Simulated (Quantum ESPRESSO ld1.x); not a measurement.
Values are calculated unless marked as measured or tabulated.
V4+, 19 electrons, occupied as [Ne] 3s1 3p6 3d2 (not the ground configuration). Code: ld1.x of Quantum ESPRESSO 7.5. Model: non-relativistic Kohn-Sham, B86b exchange with PBE correlation, spin-unpolarised, spherical densities, point nucleus. Some entries of the table are withheld. Estimate them.

orbital  occ.  eigenvalue (hartree)  r(max) (bohr)
1s          2              -197.990          0.044
2s          2              -24.0556            (1)
2p          6              -20.6357            (2)
3s          1              -4.53296          0.813
3p          6              -3.58087            (3)
3d          2              -2.07618            (4)
4s          0              -1.43763           2.12
4p          0              -1.18893           2.34
4d          0              -0.82394           2.88
4f          0              -0.57847            (5)

Answer. 
(1) 2s r(max) (bohr): 0.259
(2) 2p r(max) (bohr): 0.209
(3) 3p r(max) (bohr): 0.832
(4) 3d r(max) (bohr): 0.813
(5) 4f r(max) (bohr): 3.19
